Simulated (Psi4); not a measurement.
C$_{2}$H$_{5}$Br$_{3}$Si (SMILES CC[Si](Br)(Br)Br), singlet, geometry from GFN2-xTB; PBE/def2-SV(P) (Psi4).

Psi4 was given this input:
```
memory 2 GB

molecule {
0 1
C    -3.02002139   -0.52742732   -0.43395033
C    -2.01354024    0.57486250   -0.74221959
Si   -0.27103072    0.15657225   -0.13861650
Br    0.48365015   -1.70828039   -1.07938785
Br    1.12696931    1.81689757   -0.62997945
Br   -0.23477737   -0.17515515    2.05704101
H    -4.00660580   -0.24812377   -0.79646349
H    -3.09145568   -0.70182015    0.63839609
H    -2.73548311   -1.46146605   -0.91566829
H    -2.33905960    1.50844918   -0.27807431
H    -1.98606921    0.75516725   -1.81911945
}

set {
  basis def2-sv(p)
}

energy('pbe')
print_variables()
```

Q: Write the output that Psi4 gives for this input, abridged.

A: 
```
   => Loading Basis Set <=

    Name: DEF2-SV(P)
    Role: ORBITAL
    Keyword: BASIS

         ---------------------------------------------------------
                                   SCF
               by Justin Turney, Rob Parrish, Andy Simmonett
                          and Daniel G. A. Smith
                              RKS Reference
         ---------------------------------------------------------

  ==> Geometry <==

    Molecular point group: c1
    Full point group: C1

    Geometry (in Angstrom), charge = 0, multiplicity = 1:

       Center              X                  Y                   Z               Mass
    ------------   -----------------  -----------------  -----------------  -----------------
         C           -3.109629803308    -0.525894209467    -0.455225354070    12.000000000000
         C           -2.103148653308     0.576395610533    -0.763494614070    12.000000000000
         SI          -0.360639133308     0.158105360533    -0.159891524070    27.976926534650
         BR           0.394041736692    -1.706747279467    -1.100662874070    78.918337600000
         BR           1.037360896692     1.818430680533    -0.651254474070    78.918337600000
         BR          -0.324385783308    -0.173622039467     2.035765985930    78.918337600000
         H           -4.096214213308    -0.246590659467    -0.817738514070     1.007825032230
         H           -3.181064093308    -0.700287039467     0.617121065930     1.007825032230
         H           -2.825091523308    -1.459932939467    -0.936943314070     1.007825032230
         H           -2.428668013308     1.509982290533    -0.299349334070     1.007825032230
         H           -2.075677623308     0.756700360533    -1.840394474070     1.007825032230

  Running in c1 symmetry.

  Rotational constants: A =      0.02273  B =      0.02113  C =      0.01583 [cm^-1]
  Rotational constants: A =    681.46753  B =    633.40694  C =    474.50448 [MHz]
  Nuclear repulsion = 1228.855891423918592

  Charge       = 0
  Multiplicity = 1
  Electrons    = 136
  Nalpha       = 68
  Nbeta        = 68

  ==> Algorithm <==

  SCF Algorithm Type is DF.
  DIIS enabled.
  MOM disabled.
  Fractional occupation disabled.
  Guess Type is SAD.
  Energy threshold   = 1.00e-06
  Density threshold  = 1.00e-06
  Integral threshold = 1.00e-12

  ==> Primary Basis <==

  Basis Set: DEF2-SV(P)
    Blend: DEF2-SV(P)
    Number of shells: 66
    Number of basis functions: 152
[...]
   @DF-RKS iter   4: -8088.81769839526532   -5.83109e-02   5.57554e-04 DIIS/ADIIS
   @DF-RKS iter   5: -8088.82134687867438   -3.64848e-03   1.29174e-04 DIIS/ADIIS
   @DF-RKS iter   6: -8088.82152290925660   -1.76031e-04   4.49752e-05 DIIS
   @DF-RKS iter   7: -8088.82154667178384   -2.37625e-05   1.02828e-05 DIIS
   @DF-RKS iter   8: -8088.82154776615789   -1.09437e-06   5.16341e-06 DIIS
   @DF-RKS iter   9: -8088.82154814146634   -3.75308e-07   5.78620e-07 DIIS
  Energy and wave function converged.

  ==> Post-Iterations <==

   Electrons on quadrature grid:
      Ntotal   =  136.0001318652 ; deviation = 1.319e-04

    Orbital Energies [Eh]
    ---------------------

    Doubly Occupied:

[...]
    Virtual:

[...]
    Final Occupation by Irrep:
              A
    DOCC [    68 ]
    NA   [    68 ]
    NB   [    68 ]

  @DF-RKS Final Energy: -8088.82154814146634

   => Energetics <=

    Nuclear Repulsion Energy =           1228.8558914239185924
    One-Electron Energy =              -13705.3328634169629368
    Two-Electron Energy =                4693.9165296010951351
    DFT Exchange-Correlation Energy =    -306.2611057495172417
    Empirical Dispersion Energy =           0.0000000000000000
    VV10 Nonlocal Energy =                  0.0000000000000000
    Total Energy =                      -8088.8215481414663373

Computation Completed

Properties will be evaluated at   0.000000,   0.000000,   0.000000 [a0]

Properties computed using the SCF density matrix

 Multipole Moments:

 ------------------------------------------------------------------------------------
     Multipole            Electronic (a.u.)      Nuclear  (a.u.)        Total (a.u.)
 ------------------------------------------------------------------------------------

 L = 1.  Multiply by 2.5417464519 to convert [e a0] to [Debye]
 Dipole X            :         22.2846687          -23.0296091           -0.7449404
 Dipole Y            :         -0.2634497            0.3940138            0.1305641
 Dipole Z            :          5.2332833           -5.4677400           -0.2344567
 Magnitude           :                                                    0.7918037

 ------------------------------------------------------------------------------------

  Variable Map:
  ----------------------------------------------------------------------------
[...]
  Array Variable Map:
  ----------------------------------------------------------------------------
[...]
[...]
```
